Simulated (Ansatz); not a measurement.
```yaml
crystal:
  periodic: [false, false, false]
  atoms:
    - {symbol: Na, position_ang: [1.842728, -0.819221, -0.615333]}
    - {symbol: Na, position_ang: [-1.235041, -0.195999, 1.697030]}
    - {symbol: Pb, position_ang: [-0.607686, 1.015220, -1.081696]}
basis:
  gaussian: {orbitals: def2-TZVP}
hamiltonian: {xc: {name: wB97X}}
scf: {omitted_lower_state_checks: [starts]}
output: {forces: true}
```

```sh
$ ansatz run in.yaml --threads 4 --pin off --events-out ev --progress --plain --max-ram 3916MiB
```

Output, abridged:

```
Functional definition: wB97X
971 factors; their error is unknown
384 factors; integrals over basis functions are off by at most 2.3e-5 eV
mean field evaluation 1: about -14080.7332 eV, gradient 9.3e0 eV
mean field evaluation 2: about -14080.9257 eV, gradient 5.6e0 eV
mean field evaluation 4: about -14081.0079 eV, gradient 3.0e-1 eV
mean field evaluation 8: about -14081.0382 eV, gradient 1.0e-1 eV
mean field evaluation 16: about -14081.0383 eV, gradient 6.7e-5 eV
mean field -14081.03828030 eV, -517.4686123305 hartree, gradient 6.7e-5 eV, S^2 0.000000; 0 other end points of the search recorded, 0 dependent functions left out
reference -14081.03824024 eV, -517.4686108581 hartree; 22, 22 occupied and 92, 92 virtual orbitals, 971 factors
Total energy: -14081.03824024 eV, -517.4686108581 hartree
Atom 0 at     1.842728    -0.819221    -0.615333 Å, force    -0.050654     0.054854    -0.038837 eV/Å
Atom 1 at    -1.235041    -0.195999     1.697030 Å, force    -0.010446     0.045977    -0.067777 eV/Å
Atom 2 at    -0.607686     1.015220    -1.081696 Å, force     0.061100    -0.100831     0.106614 eV/Å
Dipole moment:     0.471474    -0.787632     0.839188 e Å
Checks for a lower state left out: starts
```

It took 3 s on 4 threads of Intel Xeon Platinum 8488C on a shared host.

In the def2 sets Pb takes a core potential; there is no spin–orbit coupling. The restricted singlet is unstable towards broken spin symmetry in Hartree–Fock (as tested in another run); at RKS ωB97X/def2-TZVP this wasn't settled.
